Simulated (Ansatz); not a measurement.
# Exact exchange and the vertical ionisation energy of BeH2 (beryllium dihydride)

The species is BeH2 (3 atoms), meant as a singlet with charge 0. SMILES: `[BeH2]`. Geometry: a GFN2-xTB relaxation, a rough one for these elements and not checked as a minimum.

The vertical ionisation energy (to the doublet cation) y, in eV, basis cc-pVDZ; a is the functional's share of exact exchange. Programs: Ansatz 0.2.0.

| functional | program | a | y (eV) |
| --- | --- | --- | --- |
| r2SCAN | Ansatz | 0 | 11.80 |
| PBE | Ansatz | 0 | 11.77 |
| B3LYP | Ansatz | 0.2 | ? |
| r2SCAN0 | Ansatz | 0.25 | 11.91 |
| PBE0 | Ansatz | 0.25 | 11.95 |
| BHLYP | Ansatz | 0.5 | 12.05 |

**Question.** Fit y = c + s·a to the known rows and predict B3LYP.

**Answer.** 
1. Means of the 5 rows: a = 0.2000, y = 11.896.
2. Σ(Δa)² = 0.175, Σ(Δa·Δy) = 0.094, so the slope is 0.094/0.175 = 0.53714.
3. Intercept: 11.896 − (0.53714) × 0.2000 = 11.789. The largest residual of the fit is 0.027.
4. B3LYP: 11.789 + (0.53714) × 0.2 = 11.90 eV.

The run gave 12.02 eV, so the prediction is off by -0.12 eV, more than the scatter of the fit. The rows mix families of semi-local functionals, which the line can't see.
